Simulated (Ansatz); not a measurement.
A structure relaxed at r2SCAN-D4/def2-SVP in Ansatz, charge 0, singlet:

```xyz
8

Al   -0.738   -0.642    0.222
N     0.743    0.646   -0.223
H     0.592    1.559    0.214
H     0.817    0.801   -1.232
H     1.651    0.301    0.099
Cl   -0.162   -2.312   -0.952
Cl   -2.422    0.462   -0.447
Cl   -0.481   -0.815    2.320
```

(1) Give its formula, name or SMILES.

(2) Summarise the bond lengths by kind (pairs closer than 1.2 times the sum of covalent radii, bridged metal pairs left out).

## Answers

(1) Al(NH3)Cl3 (AlNCl₃H₃).

(2) 3 × Al–Cl 2.12 Å; 1 × Al–N 2.01 Å; 3 × H–N 1.02 Å.
